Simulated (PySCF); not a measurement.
Compound: C7H9O2 (doublet state).
Z-matrix (Å and degrees, GFN2-xTB geometry), rows numbered from 1:
```
C 
C   1  1.2862
C   2  1.5015  1  125.34
C   2  1.5577  1  122.89  3   177.57
C   4  1.5232  2  114.13  1    17.47
O   5  1.4151  4  105.80  2   -80.89
C   6  1.4089  5  107.65  4   -35.06
C   4  1.5079  2  104.44  1   -93.20
O   8  1.2031  4  127.53  2   -75.86
H   1  1.0607  2  143.84  3  -176.81
H   3  1.0893  2  110.09  1  -115.64
H   3  1.0892  2  109.26  1   125.33
H   3  1.0856  2  110.64  1     5.06
H   4  1.0886  2  108.22  1   145.86
H   5  1.0901  4  113.97  2    37.31
H   5  1.1012  4  109.84  2   160.30
H   7  1.0923  6  109.27  5   145.40
H   7  1.1010  6  111.26  5   -94.70
```

The hyperfine couplings belong to this conformer and change with its torsions.

Identity: `[H]/[C]=C(/C)[C@@H]1COCC1=O` [radical].

Level of theory: UKS B3LYP, pcH-1 on C H O, non-relativistic, mean-field spin-orbit, GIAO in PySCF 2.14.0. Geometry: GFN2-xTB, one conformer, isolated molecule. The geometry wasn't refined by DFT: couplings that depend on bond lengths, twists or pyramidal angles can differ widely from those at the functional's own minimum. No stability test was run, so a lower SCF solution isn't excluded.

Principal values of hyperfine tensors in MHz (contact and dipolar terms together), for some of the nuclei:

| atom | isotope | A1 | A2 | A3 |
| --- | --- | --- | --- | --- |
| C1 | 13C | 185.85 | 206.88 | 410.65 |
| C4 | 13C | 57.71 | 58.29 | 82.85 |
| H10 | 1H | -14.73 | 12.62 | 58.16 |
| H11 | 1H | -11.14 | -10.02 | -2.94 |
| C2 | 13C | -25.11 | -5.95 | 7.45 |
| C8 | 13C | -6.79 | -6.05 | -5.66 |
| H12 | 1H | -7.87 | -6.71 | -0.16 |
| H13 | 1H | -10.21 | -6.18 | 4.54 |

(1) Split each tensor into its isotropic and traceless parts, and turn a_iso into mT with g = 2.0024.

(2) What spin density at the nucleus of C4 lies behind its contact coupling (g_N = 1.40482)?

(3) C3 (13C, g_N = 1.40482) isn't in the table. Its spin density at the nucleus is 0.04941 bohr⁻³. What is its contact coupling?

(4) Which nucleus of the table has the largest anisotropic coupling, and what is its form?

(5) What first-order splitting does H10 cause when the field lies along A1, A2 or A3 of its tensor (g taken as isotropic, no quadrupole term)?

Results:

(1) a_iso = (A1 + A2 + A3)/3, Ti = Ai − a_iso; 1 mT corresponds to 28.026 MHz.

```json
{"atom": "C1", "a_iso (MHz)": "267.79", "a_iso (mT)": "9.555", "T1": "-81.95", "T2": "-60.91", "T3": "142.86"}
{"atom": "C4", "a_iso (MHz)": "66.28", "a_iso (mT)": "2.365", "T1": "-8.57", "T2": "-7.99", "T3": "16.57"}
{"atom": "H10", "a_iso (MHz)": "18.68", "a_iso (mT)": "0.667", "T1": "-33.41", "T2": "-6.07", "T3": "39.48"}
{"atom": "H11", "a_iso (MHz)": "-8.03", "a_iso (mT)": "-0.287", "T1": "-3.11", "T2": "-1.99", "T3": "5.09"}
{"atom": "C2", "a_iso (MHz)": "-7.87", "a_iso (mT)": "-0.281", "T1": "-17.24", "T2": "1.92", "T3": "15.32"}
{"atom": "C8", "a_iso (MHz)": "-6.17", "a_iso (mT)": "-0.220", "T1": "-0.62", "T2": "0.12", "T3": "0.51"}
{"atom": "H12", "a_iso (MHz)": "-4.91", "a_iso (mT)": "-0.175", "T1": "-2.96", "T2": "-1.80", "T3": "4.75"}
{"atom": "H13", "a_iso (MHz)": "-3.95", "a_iso (mT)": "-0.141", "T1": "-6.26", "T2": "-2.23", "T3": "8.49"}
```

(2) a_FC = (2μ0/3) gₑ μB g_N μN ρ(0)/(2S·h) = 800.24 MHz × g_N × ρ(0)/(2S), with ρ in bohr⁻³. With a_FC = 66.28 MHz and 2S = 1, ρ(0) = 0.05896 bohr⁻³.

(3) By the same relation, a_FC = 55.5 MHz. Its full tensor has the principal values 50.40, 51.00, 65.23 MHz.

(4) C1: -81.9, -60.9, 142.9 MHz, rhombic: the two smaller values differ by 15 % of the largest.

(5) 2 lines (I = 1/2), spaced by |A_i|/(g × 13.996): 0.53, 0.45, 2.08 mT along the axes of A1, A2 and A3.
